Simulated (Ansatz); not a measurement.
Z-matrix (Å, degrees):
```
Si
C 1 1.863
H 1 1.490 2 113.0
H 1 1.489 2 110.0 3 120.6
H 1 1.489 2 110.1 3 -120.6
Al 2 1.958 1 114.8 3 179.9
H 2 1.098 1 109.9 3 -58.2
H 2 1.098 1 110.0 3 57.6
Si 6 2.459 2 118.8 1 -178.9
H 6 1.591 2 119.8 1 1.1
H 9 1.493 6 110.6 2 59.2
H 9 1.493 6 110.6 2 -58.5
H 9 1.490 6 114.0 2 -179.7
```

Total charge 0; spin multiplicity 1.

**Question.** List the PBE/def2-TZVPP orbital energies in eV (Ansatz 0.2.0). (Estimate.)

**Answer.** Ansatz gave: Occupied: -1779.35, -1779.26, -1506.80, -268.62, -137.10, -137.05, -107.06, -93.83, -93.83, -93.82, -93.78, -93.78, -93.76, -69.20, -68.93, -68.91, -17.10, -13.11, -12.69, -10.31, -9.92, -8.51, -8.40, -8.39, -8.04, -7.99, -7.02, -6.33. Lowest empty: -2.66, -0.83, -0.58, 0.11, 0.41, 0.60, 0.81, 0.86.
